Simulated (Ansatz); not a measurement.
```yaml
crystal:
  periodic: [false, false, false]
  atoms:
    - {symbol: N, position_ang: [4.279427, -1.768766, -1.014467]}
    - {symbol: C, position_ang: [3.630394, -0.906962, -0.546329]}
    - {symbol: C, position_ang: [2.831405, 0.131527, 0.018088]}
    - {symbol: C, position_ang: [3.523415, 1.239352, 0.591894]}
    - {symbol: N, position_ang: [4.083701, 2.157461, 1.067557]}
    - {symbol: C, position_ang: [1.424348, 0.065944, 0.009498]}
    - {symbol: C, position_ang: [0.738609, -1.063011, -0.575689]}
    - {symbol: C, position_ang: [-0.629492, -1.126552, -0.584485]}
    - {symbol: C, position_ang: [-1.424369, -0.066408, -0.008737]}
    - {symbol: C, position_ang: [-2.831446, -0.131436, -0.018295]}
    - {symbol: C, position_ang: [-3.630322, 0.907460, 0.545537]}
    - {symbol: N, position_ang: [-4.279133, 1.769747, 1.013092]}
    - {symbol: C, position_ang: [-3.523496, -1.238818, -0.592902]}
    - {symbol: N, position_ang: [-4.083809, -2.156424, -1.069507]}
    - {symbol: C, position_ang: [-0.738625, 1.062367, 0.576785]}
    - {symbol: C, position_ang: [0.629472, 1.125911, 0.585577]}
    - {symbol: H, position_ang: [1.336213, -1.874985, -1.016587]}
    - {symbol: H, position_ang: [-1.143554, -1.990198, -1.032448]}
    - {symbol: H, position_ang: [-1.336239, 1.874278, 1.017789]}
    - {symbol: H, position_ang: [1.143521, 1.989514, 1.033638]}
basis:
  gaussian: {orbitals: def2-TZVP}
total_charge: 1
magnetization: {spin_polarized: true, initial_magnetization: 1}
hamiltonian: {xc: pbe0, dispersion: d4}
scf: {omitted_lower_state_checks: [starts]}
output: {orbitals: {seedname: orbitals}}
```

```sh
$ ansatz run in.yaml --threads 4 --pin off --events-out ev --progress --plain --max-ram 6963MiB
```

Q: Does this run fit into the memory that it is given?

A: No. It has 520 basis functions, and Ansatz plans for 8 GiB where 7 GiB are given.
